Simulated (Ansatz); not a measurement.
**Question.** Name a neutral molecule of C, I, N and H with LUMO energy (ωB97M-V/def2-TZVPP) between 0.45 and 0.75 eV and HOMO energy (PBE0/def2-TZVPP) between -6.55 and -6.25 eV (Ansatz, PBE0-D4/def2-TZVP geometry).

**Answer.** `C=C(N)CI` (0.73 eV, -6.37 eV). Other molecules can fit too; these were computed, each in one conformer that needn't be the lowest.
